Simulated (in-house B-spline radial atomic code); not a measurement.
**How G0W0 and RPA depend on the start: Se VI (Se5+)**

Configuration [Ar] 3d10 4s1, highest spin. Computed with an all-electron radial atomic-structure program (B-spline basis): all electrons, non-relativistic, point nucleus, each spin shell either full or empty, empty states to l = 9 with an (l + 1/2)⁻⁴ tail; G0W0 by contour deformation at full frequency.

```
            start  mean-field 4s up (eV)  G0W0 (eV)  QP weight  RPA correlation (Eh)
     Hartree-Fock                 -79.72          ?          ?                     ?
         LDA VWN5                 -75.68     -81.84      0.971               -2.1908
              PBE                 -75.24     -81.77      0.971               -2.1866
             PBE0                 -76.52     -81.62      0.976               -2.1381
           r2SCAN                 -75.57     -81.69      0.973               -2.1542
            HSE06                 -76.27     -81.66      0.975               -2.1414
  B3LYP (VWN-RPA)                 -76.61          ?          ?                     ?
             SCAN                 -75.78     -81.69      0.973               -2.1529
             TPSS                 -75.04     -81.77      0.972               -2.1771
        BHandHLYP                 -77.96     -81.51      0.979               -2.0948
        CAM-B3LYP                 -78.42     -81.62      0.978               -2.1338
          LC-wPBE                 -79.85     -81.61      0.981               -2.1394
            wB97X                 -78.92     -81.52      0.981                -2.126
           PBEsol                 -75.25     -81.79      0.971               -2.1878
             BLYP                 -75.44     -81.81      0.971               -2.1887
          r2SCAN0                 -76.82     -81.56      0.976               -2.1164
LDA exchange-only                 -74.56     -81.87      0.972                -2.191
```

What G0W0 level, weight and RPA correlation energy follow from the B3LYP (VWN-RPA) start?

G0W0 level -81.69 eV, weight 0.975, RPA correlation -2.1495 hartree.

What G0W0 level, weight and RPA correlation energy follow from the Hartree-Fock start?

G0W0 level -81.24 eV, weight 0.984, RPA correlation -2.0122 hartree.

How much of the dependence on the start does G0W0 remove?

The mean-field levels span 5.29 eV and the G0W0 levels 0.631 eV. Against 81.83 ± 0.03 eV (NIST, measured) the G0W0 removal energies are off by -0.59 to +0.04 eV, with relativity, Breit and QED terms left out.
